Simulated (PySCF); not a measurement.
# `C#CC[Si@H]1C[C@@H](C#N)C1`: 4 charge schemes on one density

Compound: C₇H₉NSi.
Geometry (GFN2-xTB, Å), atoms numbered from 1 in this order:
```
atom  x, y, z in Å
C1     3.7372   -0.3350    1.2224
C2     2.8945   -0.1788    0.3871
C3     1.8664   -0.0027   -0.6088
Si4    0.3217   -1.0383   -0.1894
C5    -0.9208   -0.3180    1.0760
C6    -2.0597   -0.4009    0.0274
C7    -2.8133    0.8148   -0.0730
N8    -3.3744    1.8083   -0.1649
C9    -1.2376   -0.7042   -1.2505
H10    4.4880   -0.4589    1.9439
H11    2.2622   -0.3060   -1.5801
H12    1.6126    1.0580   -0.6732
H13    0.6396   -2.4568    0.0005
H14   -1.1310   -0.8801    1.9819
H15   -0.7254    0.7125    1.3706
H16   -2.7432   -1.2216    0.2567
H17   -1.6504   -1.5191   -1.8388
H18   -1.1754    0.1684   -1.8994
```

Density: PBE0/pcSseg-1 (PySCF); schemes: Mulliken, IAO, Hirshfeld and ESP-fitted. The structure is a single GFN2-xTB conformer in the gas phase; no vibrational or solvent corrections.

Question: Atoms with like bonding are taken together and averaged. Which atoms carry the highest charge in the Mulliken, IAO, Hirshfeld and ESP-fitted schemes?

Answer: All schemes agree: Mulliken Si4 (+0.854); IAO Si4 (+0.926); Hirshfeld Si4 (+0.399); ESP-fitted Si4 (+0.776).

Question: Which atoms carry the lowest charge in the Mulliken, IAO, Hirshfeld and ESP-fitted schemes?

Answer: The schemes don't all agree: Mulliken C3 (-0.449); IAO C3 (-0.556); Hirshfeld N8 (-0.239); ESP-fitted C3 (-0.697).

Question: Give the atomic charges in each scheme.

Answer: In e; atoms taken as equivalent share a row and are averaged (×n: the atom named and its like, n in all):

| atom | environment | Mulliken | IAO | Hirshfeld | ESP-fitted |
| --- | --- | --- | --- | --- | --- |
| C1 | terminal alkyne carbon | -0.375 | -0.261 | -0.128 | -0.591 |
| C2 | alkyne carbon | +0.134 | -0.026 | -0.046 | +0.253 |
| C3 | sp3 carbon bound to silicon | -0.449 | -0.556 | -0.137 | -0.697 |
| Si4 | SiH silicon | +0.854 | +0.926 | +0.399 | +0.776 |
| C5/C9 | sp3 carbon bound to silicon | -0.448 | -0.542 | -0.157 | -0.622 |
| C6 | sp3 carbon next to a nitrile | -0.308 | -0.141 | -0.004 | +0.379 |
| C7 | nitrile carbon | +0.139 | +0.140 | +0.083 | +0.184 |
| N8 | nitrile nitrogen | -0.252 | -0.261 | -0.239 | -0.433 |
| H10 | alkyne hydrogen | +0.041 | +0.201 | +0.090 | +0.345 |
| H11/H12 | methylene hydrogen | +0.182 | +0.182 | +0.063 | +0.232 |
| H13 | Si–H hydrogen | -0.048 | -0.113 | -0.070 | -0.135 |
| H14/H17 | methylene hydrogen | +0.154 | +0.156 | +0.042 | +0.136 |
| H15/H18 | methylene hydrogen | +0.160 | +0.161 | +0.045 | +0.194 |
| H16 | methine hydrogen | +0.169 | +0.174 | +0.064 | +0.041 |

Mean size of the charges over all atoms: ESP-fitted 0.344 e, IAO 0.271 e, Mulliken 0.259 e, Hirshfeld 0.104 e. Each set sums to the total charge, 0, to within 0.001 e. The ESP scheme fits charges at the nuclei, held to the total charge, to the electrostatic potential on points at 1.4 to 2.0 times the van der Waals radii. The Hirshfeld scheme weights the molecular density at each point by an atom's share of the summed free-atom densities.

Question: How many electrons does the ESP-fitted scheme count on C5?

Answer: Its own charge is -0.614 e, so Z − q = 6.614.

Question: Sum the charges by element, for elements with more than one atom.

Answer: 
```tsv
element	atoms	Mulliken	IAO	Hirshfeld	ESP-fitted
C	7	-1.755	-1.927	-0.545	-1.716
H	9	+1.153	+1.261	+0.384	+1.373
```
